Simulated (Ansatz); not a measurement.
# Ligand exchange: C2H8Si + C2H6MgO → C2H8OSi + C2H6Mg

Species: C2H8Si `CC[SiH3]`, singlet; C2H6MgO `C[CH2][Mg][OH]`, singlet; C2H8OSi `CC[SiH2]O`, singlet; C2H6Mg `C[CH2][MgH]`, singlet. The partners trade H for OH: Si–H and Mg–OH bonds give way to Si–OH and Mg–H.

Shapes, held fixed at every level: PBE0-D4/def2-TZVP. Flexible molecules stand in one conformer, not always the lowest. Programs: Ansatz 0.2.0. The zero-point and thermal change to 298 K, harmonic and unscaled (PBE0-D4/def2-TZVP), is -3.9 kJ/mol.

(1) Estimate ΔH(298 K) of this reaction.

Results:

(1) The highest level, CCSD(T)/def2-TZVPP, gives ΔH(298 K) = +29.5 kJ/mol; the levels span +28.4 to +57.1. The column of differences is taken from that level and isn't an error. No measured value is set beside it here. Outer-core shells of Mg are correlated, in sets that cover them unevenly.

| level | kind | ΔH(298 K) (kJ/mol) | less CCSD(T)/def2-TZVPP |
| --- | --- | --- | --- |
| B3LYP-D4/def2-TZVPP | global hybrid | +29.7 | +0.2 |
| r2SCAN0-D4/def2-TZVPP | global hybrid | +28.4 | -1.1 |
| B2PLYP/def2-TZVPP | double hybrid | +34.0 | +4.5 |
| MP2/def2-SVP | perturbation theory | +57.1 | +27.6 |
| CCSD(T)/def2-SVP | coupled cluster or CI | +53.4 | +23.9 |
| CCSD/def2-SVP | coupled cluster or CI | +53.3 | +23.8 |
| CCSD/def2-TZVPP | coupled cluster or CI | +29.6 | +0.1 |
| CCSD(T)/def2-TZVPP | coupled cluster or CI | +29.5 | 0.0 |
